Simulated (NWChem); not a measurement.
Species: Mg

Computed with NWChem. Static field.

Task: Predict the results for LDA (Slater exchange, VWN5)/def2-SVPD. Quantities: isotropic polarisability (bohr³); anisotropy (bohr³).

Result: 
```yaml
isotropic polarisability (bohr³): 70.5
anisotropy (bohr³): 0.0
```
